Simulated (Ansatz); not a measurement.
`[OH][GaH][SiH2][SeH]` and `[OH][AlH][SiH2][SeH]` differ in one element.

Ansatz, PBE0-D4/def2-TZVP geometries, multiplicity 1. Each molecule was computed in one conformer, which needn't be the lowest.

Scalar relativity is left out up to krypton. Spin–orbit coupling is left out; it splits and shifts lone-pair levels of the heavy atoms by tenths of an eV.

| property | `[OH][GaH][SiH2][SeH]` |
| --- | --- |
| LUMO energy (PBE0/def2-TZVPP) / eV | -1.67 |
| HOMO energy (PBE0/def2-TZVPP) / eV | -6.92 |
| LUMO energy (ωB97M-V/def2-TZVPP) / eV | 0.04 |
| LUMO energy (B3LYP/def2-TZVPP) / eV | -1.89 |
| size of the dipole moment (ωB97M-V/def2-TZVPP) / D | 1.83 |
| HOMO–LUMO gap (PBE/def2-TZVPP) / eV | 3.43 |

Question: What does the change do to each property? (Best estimate.)

Answer: The calculation gave: 
```json
{"property": "LUMO energy (PBE0/def2-TZVPP) / eV", "`[OH][AlH][SiH2][SeH]`": "-1.56", "shift": "0.11"}
{"property": "HOMO energy (PBE0/def2-TZVPP) / eV", "`[OH][AlH][SiH2][SeH]`": "-6.80", "shift": "0.12"}
{"property": "LUMO energy (ωB97M-V/def2-TZVPP) / eV", "`[OH][AlH][SiH2][SeH]`": "0.09", "shift": "0.05"}
{"property": "LUMO energy (B3LYP/def2-TZVPP) / eV", "`[OH][AlH][SiH2][SeH]`": "-1.73", "shift": "0.16"}
{"property": "size of the dipole moment (ωB97M-V/def2-TZVPP) / D", "`[OH][AlH][SiH2][SeH]`": "2.65", "shift": "0.82"}
{"property": "HOMO–LUMO gap (PBE/def2-TZVPP) / eV", "`[OH][AlH][SiH2][SeH]`": "3.38", "shift": "-0.05"}
```

Dipoles are sizes alone; their direction can turn.

Positive LUMOs are unbound, so they and the gaps depend on the basis.

B3LYP here is the variant with VWN-RPA as its local correlation; programs differ in this.
